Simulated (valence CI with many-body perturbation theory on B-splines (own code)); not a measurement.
## Ho34+: key properties

Calculated by valence CI with perturbative core correlation (CI+MBPT): five valence electrons over a frozen Dirac-Fock core [Ar] 3d10, radial functions for each j: 11 s, 11 p, 10 d, 8 f, 5 g, 2 h, with the one-electron correlation potential Σ1 (screened to all orders), the two-electron term Σ2, the three-electron term Σ3, Breit, model QED; selected single and double excitations, second order for the rest, scaled by the run's own slope (own B-spline code, finite nucleus).

The last digits are not significant, and no measured levels were compared; by estimate large intervals hold to a few tenths of a per cent, small ones and those within an open d or f shell to about a per cent. Among the levels kept, up to 2100 cm⁻¹ of a level comes from second order outside the variational space, and about a tenth of that is noise between levels of different J, which matters for small intervals.

Levels are named by their leading jj configuration (3d3/2^4 stands for four electrons in 3d with j = 3/2), which in mixed levels can hold well under half, so a name can repeat and another be missing.

Rates and lifetimes use the calculated energies. Strong lines usually hold to 10 to 20 %, long lifetimes can be off by a factor of two.

(1) What is the ground level?

(2) Where does the other parity begin?

(3) Among levels below 403.27 eV, which E1 lines absorb most strongly from the ground level?

(4) What is the ionisation energy?

(5) Name the longest-lived excited levels whose lifetime is computed, and their main decay.

(6) How well does LS coupling describe the low levels?

Results:

(1) (4s^2 4p1/2^2 4p3/2) J=3/2, composition 45 % 4s2 4p3 2P° + 29 % 4s2 4p3 4S° + 26 % 4s2 4p3 2D°, g = 1.386.

(2) At (4s^2 4p1/2^2 4d3/2) J=3/2, 128.12 eV.

(3) to (4s^2 4p1/2 4p3/2 4d3/2) J=5/2 at 6.334 nm, f = 0.691; to (4s^2 4p1/2 4p3/2 4d3/2) J=3/2 at 6.315 nm, f = 0.620; to (4s^2 4p1/2^2 4d5/2) J=5/2 at 8.360 nm, f = 0.278.

(4) 1444.3 eV; NIST lists 1443 ± 5 eV (theoretical).

(5) (4s^2 4p1/2 4p3/2^2) J=5/2 at 55.04 eV lives 3.72 μs, mostly by M1 to (4s^2 4p1/2^2 4p3/2) J=3/2; (4s^2 4p1/2 4p3/2^2) J=1/2 at 60.93 eV lives 1.01 μs, mostly by M1 to (4s^2 4p1/2^2 4p3/2) J=3/2; (4s^2 4p1/2 4p3/2^2) J=3/2 at 50.34 eV lives 747 ns, mostly by M1 to (4s^2 4p1/2^2 4p3/2) J=3/2. The lifetime of (4s^2 4p1/2 4p3/2 4d5/2) J=9/2 is too uncertain to give, and may be longer.

(6) Among the lowest 20 levels the leading LS term, summed over configurations, holds 54 % on average. For single configurations the figures are 50 % in LS and 85 % in jj coupling. Terms mix most in the J = 3/2 level at 178.14 eV, where the leading one holds 26 %.
